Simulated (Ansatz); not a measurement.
`F[BH][AlH][F]`. Total charge 0; spin multiplicity 1. All single points use the PBE0-D4/def2-TZVP geometry. It is one conformer, not always the lowest.

```xyz
6

F    -0.038   -0.722    2.004
B     0.587   -0.457    0.864
Al   -0.491    0.471   -0.766
F    -0.932   -0.523   -2.014
H     1.752   -0.768    0.842
H    -0.878    1.999   -0.930
```

(1) What is the dipole moment at B3LYP/def2-TZVPP? (Best estimate.)

(2) And with PBE, r2SCAN, ωB97M-V? (An estimate is asked.)

(3) Give the Mulliken charges with B3LYP, r2SCAN, ωB97M-V in def2-TZVPP. (An estimate is asked.)

## Answers

(1) Ansatz gave: 1.34 D, with components (0.83, 0.75, 0.74) D in this frame, pointing from negative to positive charge.

(2) The calculation gave: PBE 1.29 D, r2SCAN 1.28 D, ωB97M-V 1.30 D.

(3) Ansatz gave: 
| atom | B3LYP | r2SCAN | ωB97M-V |
| --- | --- | --- | --- |
| F1 | -0.21 | -0.22 | -0.20 |
| B2 | 0.20 | 0.21 | 0.12 |
| Al3 | 0.51 | 0.58 | 0.52 |
| F4 | -0.36 | -0.36 | -0.35 |
| H5 | 0.00 | -0.05 | 0.03 |
| H6 | -0.14 | -0.16 | -0.11 |

B3LYP here is the variant with VWN-RPA as its local correlation; programs differ in this.
